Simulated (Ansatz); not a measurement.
Ansatz (an electronic-structure program) input (CCSD(T)/aug-cc-pV(D+d)Z):
A basis named .json is the Basis Set Exchange file of that set.

Ansatz 0.2 input:
```yaml
crystal:
  periodic: [false, false, false]
  atoms:
    - {symbol: C, position_ang: [-1.35905626, 0.01835902, 0.03901895]}
    - {symbol: C, position_ang: [-0.71624194, -1.31982445, -0.17718476]}
    - {symbol: C, position_ang: [0.60377648, -1.38249636, -0.10242708]}
    - {symbol: C, position_ang: [1.34163003, -0.10986432, 0.19196913]}
    - {symbol: S, position_ang: [0.05325124, 1.20711868, 0.07169583]}
    - {symbol: H, position_ang: [-2.04284101, 0.33802487, -0.74704930]}
    - {symbol: H, position_ang: [-1.86833395, 0.10910994, 1.00046800]}
    - {symbol: H, position_ang: [-1.35345050, -2.17845589, -0.34269438]}
    - {symbol: H, position_ang: [1.17161817, -2.29834124, -0.19969010]}
    - {symbol: H, position_ang: [1.74563607, -0.06247434, 1.20514092]}
    - {symbol: H, position_ang: [2.13672810, 0.13958705, -0.51034435]}
    - {symbol: H, position_ang: [0.13797339, 1.40160746, -1.26122153]}
basis:
  gaussian:
    orbitals: aug-cc-pV_D+d_Z.json
total_charge: 1
magnetization: {spin_polarized: false}
correlation: {method: ccsd_t, electrons: outside_noble_gas}
output: {forces: true}
```

End of the output:

```
integrals: 0.83 GiB planned
1852 factors; integrals over basis functions are off by at most 1.1e-3 eV
mean field: 1.02 GiB planned
mean field evaluation 1: about -15036.3281 eV, gradient 5.0e1 eV
mean field evaluation 2: about -15036.3556 eV, gradient 5.0e1 eV
mean field evaluation 4: about -15043.1909 eV, gradient 4.2e0 eV
mean field evaluation 8: about -15043.2735 eV, gradient 2.3e-1 eV
mean field evaluation 16: about -15043.1541 eV, gradient 4.2e0 eV
mean field -15043.27377510 eV, -552.8301145376 hartree, gradient 8.3e-6 eV, S^2 0.000000; 0 other end points of the search recorded, 0 dependent functions left out
9 core orbitals not correlated
reference -15043.27377510 eV, -552.8301145376 hartree; 14, 14 occupied and 164, 164 virtual orbitals, 1852 factors
densities: 4.92 GiB planned
second order -18.87845335 eV of doubles, -0.00000000 eV of singles
coupled cluster: 2.49 GiB planned
cycle   1  -19.75913670 eV  change   -8.8e-1 eV  update   1.0e-1
cycle   2  -20.32479399 eV  change   -5.7e-1 eV  update   3.1e-2
cycle   3  -20.42367981 eV  change   -9.9e-2 eV  update   1.3e-2
cycle   4  -20.42198046 eV  change    1.7e-3 eV  update   3.7e-3
cycle   5  -20.42300952 eV  change   -1.0e-3 eV  update   1.3e-3
cycle   6  -20.42297876 eV  change    3.1e-5 eV  update   3.5e-4
cycle   7  -20.42288749 eV  change    9.1e-5 eV  update   1.1e-4
cycle   8  -20.42289936 eV  change   -1.2e-5 eV  update   3.7e-5
cycle   9  -20.42289277 eV  change    6.6e-6 eV  update   1.3e-5
cycle  10  -20.42288361 eV  change    9.2e-6 eV  update   4.5e-6
perturbative correction -0.82800795 eV, -0.0304287309 hartree
the calculation of the forces begins
Total energy: -15064.52466665 eV, -553.6110703980 hartree
Atom 0 at    -1.359056     0.018359     0.039019 Å, force     0.019969     0.228880     0.046033 eV/Å
Atom 1 at    -0.716242    -1.319824    -0.177185 Å, force    -1.217329    -0.068166    -0.121773 eV/Å
Atom 2 at     0.603776    -1.382496    -0.102427 Å, force     1.211384    -0.183477     0.015775 eV/Å
Atom 3 at     1.341630    -0.109864     0.191969 Å, force    -0.003322     0.229986     0.044714 eV/Å
Atom 4 at     0.053251     1.207119     0.071696 Å, force     0.004833     0.342606     0.201877 eV/Å
Atom 5 at    -2.042841     0.338025    -0.747049 Å, force    -0.269654     0.137264    -0.368756 eV/Å
Atom 6 at    -1.868334     0.109110     1.000468 Å, force    -0.179472     0.026931     0.419207 eV/Å
Atom 7 at    -1.353450    -2.178456    -0.342694 Å, force    -0.300682    -0.403813    -0.080421 eV/Å
Atom 8 at     1.171618    -2.298341    -0.199690 Å, force     0.268339    -0.430829    -0.048195 eV/Å
Atom 9 at     1.745636    -0.062474     1.205141 Å, force     0.132841     0.012102     0.436895 eV/Å
Atom 10 at     2.136728     0.139587    -0.510344 Å, force     0.321229     0.109210    -0.335292 eV/Å
Atom 11 at     0.137973     1.401607    -1.261222 Å, force     0.011864    -0.000695    -0.210065 eV/Å
Dipole moment:     0.017717     0.218765    -0.129431 e Å
```

It need not be the lowest isomer of its formula.
